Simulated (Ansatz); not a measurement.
`[SiH3][O][Al]([O][SiH3])[O][SiH3]` + `F[SiH2]P` → `F[SiH2]P[SiH3]` + `[OH][Al]([O][SiH3])[O][SiH3]`  (ligand exchange at the Si–O bond)

Computed with Ansatz on PBE0-D4/def2-TZVP structures; ΔE is electronic, products minus reactants. CCSD(T)/CBS is the MP2 limit (def2-TZVPP, def2-QZVPP) plus CCSD(T) − MP2 in def2-TZVPP, frozen cores. DFT in def2-TZVPP. Each species was taken in one conformer, which may not be the lowest.

`[SiH3][O][Al]([O][SiH3])[O][SiH3]`:

Cartesian coordinates in Å:
```
Si -1.838 0.724 2.599
O -1.072 0.355 1.215
Al 0.006 -0.005 -0.007
O -0.550 -0.284 -1.555
Si -1.422 -0.492 -2.909
O 1.641 -0.086 0.319
Si 3.258 -0.230 0.312
H -2.764 1.864 2.371
H -0.861 1.103 3.654
H -2.620 -0.451 3.068
H -0.926 0.424 -3.970
H -1.291 -1.895 -3.380
H -2.859 -0.202 -2.659
H 3.871 0.964 0.952
H 3.769 -0.343 -1.080
H 3.657 -1.445 1.070
```

`F[SiH2]P`:

```xyz
7

F    -0.875    0.666    1.800
Si   -0.692    0.289    0.253
P     1.124   -1.014    0.049
H    -1.881   -0.487   -0.181
H    -0.612    1.566   -0.498
H     2.018    0.084   -0.066
H     0.918   -1.103   -1.357
```

`F[SiH2]P[SiH3]`:

```xyz
10

F     0.526    0.693    2.498
Si    0.846   -0.404    1.375
P    -1.064   -0.849    0.293
Si   -0.801    0.713   -1.311
H     1.923    0.158    0.520
H     1.320   -1.639    2.048
H    -0.451   -1.894   -0.454
H     0.519    0.635   -1.988
H    -0.939    2.040   -0.660
H    -1.878    0.547   -2.321
```

`[OH][Al]([O][SiH3])[O][SiH3]`:

Cartesian coordinates in Å:
```
O 0.961 1.969 -1.538
Al 0.299 0.788 -0.537
O 0.925 -0.758 -0.603
Si 1.741 -2.130 -0.900
O -0.961 1.146 0.508
Si -2.124 0.985 1.632
H 0.644 2.870 -1.545
H 1.106 -3.259 -0.171
H 3.150 -1.998 -0.446
H 1.731 -2.434 -2.356
H -3.438 1.365 1.052
H -2.202 -0.419 2.118
H -1.831 1.875 2.786
```

| level | ΔE (kcal/mol) | difference from CCSD(T)/CBS |
| --- | --- | --- |
| CAM-B3LYP-D4 | 21.8 | 2.8 |
| PBE-QIDH | 18.2 | -0.8 |
| PBE0 | 16.3 | -2.7 |
| CAM-B3LYP | 22.3 | 3.3 |
| RPA@PBE/def2-TZVPP | 20.5 | 1.5 |
| HF/def2-SVP | 25.9 | 6.9 |
| CCSD/def2-TZVPP | 20.9 | 1.9 |
| MP2/def2-QZVPP | 19.1 | 0.1 |
| MP2/CBS(def2) | 18.6 | -0.4 |
| CCSD/CBS(def2) | 20.3 | 1.3 |
| CCSD(T)/CBS | 19.0 | 0 |

Largest T1 diagnostic among the species: 0.013.

From BLYP to BHLYP (50 % exact exchange), in def2-TZVPP and without D4, ΔE moves by +3.5 kcal/mol. The D4 term adds −1.1 kcal/mol with B3LYP and −0.5 kcal/mol with PBE0; it sums over pairs of atoms, weighted by their polarisabilities, and B3LYP, whose exchange is more repulsive, gets the larger term. Leaving LDA and LC-ωPBE aside and taking each functional with its dispersion term where it has one, the values, not all of them listed here, spread over 8.8 kcal/mol, from revPBE-D4 to BHLYP-D4.

B3LYP here is the variant with VWN-RPA as its local correlation; programs differ in this.
